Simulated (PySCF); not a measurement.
# How methods differ on the ionisation energy of Au⁵¹⁺

Au⁵¹⁺ [Ar] 3d10 (1S) → Au⁵²⁺ [Ar] 3d9 (2D), as a difference of total energies. Calculation: PySCF 2.14, in an even-tempered Gaussian basis (17 s from 12 bohr⁻², ratio 2.5; 13 p from 16 bohr⁻², ratio 2.5; 7 d from 16 bohr⁻², ratio 2.5; 4 f from 67 bohr⁻², ratio 2.7; 3 g from 100 bohr⁻², ratio 2.7); the spin-free X2C one-electron Hamiltonian (Gaussian nucleus). Correlated levels: outer shells: [Ne] frozen; virtual orbitals above 40 to 60 times the deepest correlated orbital energy dropped. The calculations carry no spin-orbit coupling.

```tsv
method	ionisation energy (eV)
UHF	4920.5
LDA	4917.2
PBE	4916.4
PBE0	4918.1
r2SCAN	4918.7
MP2 (outer shells)	4922.2
SCS-MP2 (outer shells)	4921.9
```

Estimate what r2SCANh gives.

4919.1 eV, closest to r2SCAN among the rows shown.

Estimate what M06-2X gives.

4922.0 eV, closest to SCS-MP2 (outer shells) among the rows shown.

A first-order spin-orbit estimate (lowest level to lowest level, LS coupling) adds -36.468 eV.

Breit and QED terms and the two-electron picture change are absent.

For comparison: 4888 ± 4 eV (measured; NIST Atomic Spectra Database, ionization energies).
